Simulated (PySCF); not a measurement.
NMR data simulated for an unnamed compound:

1H NMR (400 MHz, computed): δ 3.96 (m, 3H), 2.53 (m, 4H), 1.88 (m, 4H), 0.72 (m, 2H).

13C{1H} NMR (computed): δ 214.9 (C), 43.0 (CH2), 38.3 (CH2), 12.6 (CH2).

[PySCF: GFN2-xTB structure; shieldings: GIAO PBE0/pcSseg-1; fast rotation and ring inversion assumed for equivalent nuclei; one conformer; no solvent model; no relativistic terms]

δ = σ(ref) − σ, references computed at the same level: TMS for 1H (σref 31.72) and 13C (σref 186.93).

Which of these does the molecule contain: a three-membered ring, an aldehyde, a ketone, a Si–CH3 group, a Si–H bond?

Results:


- A three-membered ring: no.
- An aldehyde: no.
- A ketone: yes (δC 214.9).
- A Si–CH3 group: no.
- A Si–H bond: yes (δH 3.96 (m)).

The data belong to SMILES C(P1CCC(=O)CC1)[SiH3], C$_{6}$H$_{13}$OPSi; they needn't prove each group on their own.

Carbon signals by region: 1 in the far downfield region (above 160 ppm), 3 below 50 ppm. Above 160 ppm: 214.9, ketone carbonyl carbon.

Splittings by 31P in the carbon and heteronuclear signals aren't shown, as no couplings were computed. Shifts are as computed. Against solution values, carbons near 30 ppm lie about +3 ppm off and those near 130 ppm about +5 ppm. Of 1211 compounds with measured shifts, 218 miss one by over three times the rms of a fit or turn the order of signals round; such compounds aren't used in these exercises. Multiplicities follow the n + 1 count of equivalent neighbours, as no J values were calculated; m marks all less simple cases, F and P coupling included.
